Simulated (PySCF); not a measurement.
Geometry:
```tsv
atom	x (Å)	y (Å)	z (Å)
B1	0.000	0.000	0.000
Cl2	0.010	-0.020	1.864
Cl3	1.753	0.011	-0.630
Cl4	-0.886	1.526	-0.601
Cl5	-0.878	-1.517	-0.634
```

Total charge -1.

Geometry: PBE0-D3(BJ)/def2-SVP; GIAO absolute shieldings from PySCF, gas phase, non-relativistic, averaged over equivalent atoms.

At wB97X-D/pcSseg-1 (113 basis functions, 8 s wall time on 1 thread of an x86-64 server CPU, shared host):
```json
{"atoms": "B1", "σ (ppm)": "91.6"}
{"atoms": "Cl2/Cl3/Cl4/Cl5", "σ (ppm)": "794.7"}
```

Q: Predict the values at PBE0/pcSseg-1 on the same geometry.

A: 
| atoms | σ at PBE0/pcSseg-1 | change |
| --- | --- | --- |
| B1 | 89.1 | -2.5 |
| Cl2/Cl3/Cl4/Cl5 | 789.1 | -5.6 |

The largest change is at Cl2/Cl3/Cl4/Cl5 (chlorine bonded to B). Cost: 113 basis functions, 6.8 s wall time on 1 thread of an x86-64 server CPU, shared host.
